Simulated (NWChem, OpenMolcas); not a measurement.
# CH4F2OSi (SMILES C[Si](O)(F)F): methods side by side

CH4F2OSi has 9 atoms, charge 0, and is taken as a singlet. As SMILES, `C[Si](O)(F)F`. The coordinates come from a PBE0-D4/def2-TZVP relaxation. This is one conformer, not always the lowest.

Each level gives the HOMO–LUMO gap (eV). The values are calculated.

| level | kind | program | value (eV) | CPU time |
| --- | --- | --- | --- | --- |
| SVWN5/cc-pVDZ | LDA | NWChem | 8.20 | 99 s |
| BLYP/cc-pVDZ | GGA | OpenMolcas | 7.96 | 59 s |
| TPSS/cc-pVDZ | meta-GGA | OpenMolcas | 8.54 | 78 s |
| r2SCAN/cc-pVDZ | meta-GGA | OpenMolcas | 9.43 | 71 s |
| B3LYP/cc-pVDZ | global hybrid | OpenMolcas | 10.29 | 60 s |
| BHLYP/cc-pVDZ | global hybrid | OpenMolcas | 13.46 | 54 s |
| M06-2X/cc-pVDZ | hybrid meta-GGA | OpenMolcas | 13.32 | 72 s |
| B2PLYP/cc-pVDZ | double hybrid | OpenMolcas | 13.73 | 42 s |

The values span 7.96 to 13.73 eV. Orbital gaps aren't excitation energies, and those of double hybrids come from the SCF part alone; they tend to grow with the share of exact exchange. CPU times are rough (shared hosts, several kinds of processor and program).
